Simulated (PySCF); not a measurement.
The group X on silaethenyl-X is varied. Isolated molecules, 0 K electronic values unless said otherwise. One relaxed conformer stands for each flexible species; it need not be the lowest. Strings in code marks are SMILES.

Calculation: ωB97X-D3(BJ)/def2-TZVP // PBE0-D3(BJ)/def2-TZVP (PySCF 2.14.0). Delta-SCF ions had no search for a lower state. Excitations are Tamm–Dancoff values on a coarser integration grid. The basis has no diffuse functions, so Rydberg states are missing or too high.

```
species                                               HOMO (eV)  HOMO–LUMO gap (eV)  S1–T1 gap (TDA) (eV)  vertical ionisation energy (Delta-SCF) (eV)  brightest of the four lowest singlets (TDA) (eV)
----------------------------------------------------  ---------  ------------------  --------------------  -------------------------------------------  ------------------------------------------------
X = hydroxy (`[SiH](=C)O` (C–Si–O–H torsion 0°))              …               10.25                  1.82                                         8.41                                              5.92
X = silyl (`C=[SiH][SiH3]`)                               -8.83                9.29                     …                                         8.54                                              5.32
X = ethynyl (`C=[SiH]C#C`)                                -8.69                9.10                     …                                            …                                                 …
X = siloxy (`C=[SiH]O[SiH3]` (C–Si–O–Si torsion 1°))      -8.56               10.13                  2.00                                         8.35                                              5.82
```

Fill in the missing entries.


- X = hydroxy (`[SiH](=C)O` (C–Si–O–H torsion 0°)), HOMO (eV): -8.51
- X = silyl (`C=[SiH][SiH3]`), S1–T1 gap (TDA) (eV): 2.72
- X = ethynyl (`C=[SiH]C#C`), S1–T1 gap (TDA) (eV): 2.45
- X = ethynyl (`C=[SiH]C#C`), vertical ionisation energy (Delta-SCF) (eV): 8.45
- X = ethynyl (`C=[SiH]C#C`), brightest of the four lowest singlets (TDA) (eV): 5.14
